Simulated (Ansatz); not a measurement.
I₃Ti (SMILES [I][Ti]([I])[I]), doublet, at a GFN2-xTB geometry (such geometries of metal compounds can be far from the true shape) (the multiplicity is a formal guess) (core potentials on I). Base run: Ansatz (a first-principles code) with SVWN5/def2-SVP.

Ansatz was given this input:
Ansatz 0.2 input:
```yaml
crystal:
  periodic: [false, false, false]
  atoms:
    - {symbol: Ti, position_ang: [-0.26398825, 0.29094200, 0.54074495]}
    - {symbol: I, position_ang: [-1.96538900, -1.56820713, -0.23004499]}
    - {symbol: I, position_ang: [0.02545701, 2.17943500, -1.27450510]}
    - {symbol: I, position_ang: [2.04951202, -0.73199625, 1.28008992]}
basis:
  gaussian:
    orbitals: def2-SVP
hamiltonian:
  xc: {name: SVWN5}
magnetization: {spin_polarized: true, initial_magnetization: 1}
```

Variants of this job, named by their change:

| change | basis functions | E (Eh) | core-seconds (rough) |
|---|---|---|---|
| base | 109 | -1739.36954 | 20 |
| basis = STO-3G | ___ | ___ | 2 |
| basis = def2-SV(P) | 102 | -1739.36681 | 10 |
| basis = 3-21G | 128 | -21497.69320 | 20 |
| basis = def2-SVPD | 139 | -1739.37859 | 20 |
| basis = def2-TZVP | 195 | -1739.51760 | 30 |
| basis = def2-TZVPP | 214 | -1739.52098 | 40 |
| basis = def2-TZVPD | ___ | ___ | 60 |
| basis = def2-QZVP | 330 | -1739.54665 | 60 |

Question: Fill in the missing entries.

Answer: 
- basis = STO-3G, basis functions: 99
- basis = STO-3G, E (Eh): -21378.94863
- basis = def2-TZVPD, basis functions: 225
- basis = def2-TZVPD, E (Eh): -1739.51869

Totals compare only among sets that treat the same electrons; sets with core potentials leave the core out.
